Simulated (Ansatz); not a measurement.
Reaction (atomization): `C#COC[SiH3]` → 3 C• + 6 H• + O• + Si•

Program: Ansatz. Geometries: PBE0-D4/def2-TZVP. ΔE: electronic, gas phase. CCSD(T)/CBS is the MP2 limit (def2-TZVPP, def2-QZVPP) plus CCSD(T) − MP2 in def2-TZVPP, frozen cores. This one scheme is used for every species, atoms too. DFT in def2-TZVPP. No spin–orbit coupling; open shells (•) take unrestricted orbitals. Spin–orbit coupling would lower the free atoms: a little for C, O, Si. One conformer a species, not always the lowest.

Problem. What is ΔE at CCSD(T)/CBS? (Estimate.)

Solution. Computed: +988.1 kcal/mol.

Problem. What do these levels give: revPBE-D4, BLYP-D4, r2SCAN-D4, r2SCANh-D4, BHLYP-D4, PBE-QIDH, PBE, CAM-B3LYP, MP2/def2-SVP, MP2/def2-QZVPP, SCS-MP2/def2-QZVPP, HF/CBS(def2)? (An estimate is asked.)

Solution. Computed: revPBE-D4 987.4, BLYP-D4 991.7, r2SCAN-D4 991.2, r2SCANh-D4 983.7, BHLYP-D4 956.8, PBE-QIDH 982.0, PBE 1008.1, CAM-B3LYP 989.5, MP2/def2-SVP 951.0, MP2/def2-QZVPP 996.3, SCS-MP2/def2-QZVPP 993.4, HF/CBS(def2) 709.2 kcal/mol.

Problem. What do rigid-rotor, harmonic-oscillator terms from PBE0-D4/def2-TZVP frequencies (298.15 K, 1 bar) make of the CCSD(T)/CBS value? (Best estimate.)

Solution. Computed: ΔZPE = -47.3 kcal/mol, ΔH = +952.0 kcal/mol, ΔS = 1146 J/(mol·K), ΔG = +870.4 kcal/mol. Open shells count their whole term as degenerate. Modes under 50 cm⁻¹ make the entropy rough.

Largest T1 diagnostic among the species: 0.013.

In def2-TZVPP, CCSD(T) changes the Hartree–Fock value by +254.2 kcal/mol (the triples alone add +16.9 kcal/mol) and MP2 by +273.1 kcal/mol; breaking electron pairs costs correlation energy, which Hartree–Fock lacks. At CCSD(T), def2-SVP lies −50.9 kcal/mol from the extrapolated value and def2-TZVPP −26.3 kcal/mol: correlation converges slowly with the basis, and small sets miss more of it in the bonded molecule than in its fragments.

For atomizations the MP2-based limit and the directly extrapolated one differ by several kJ/mol either way, and by 10 to 25 for some Ge, Se and Sn compounds, so smaller differences from it don't rank the levels.
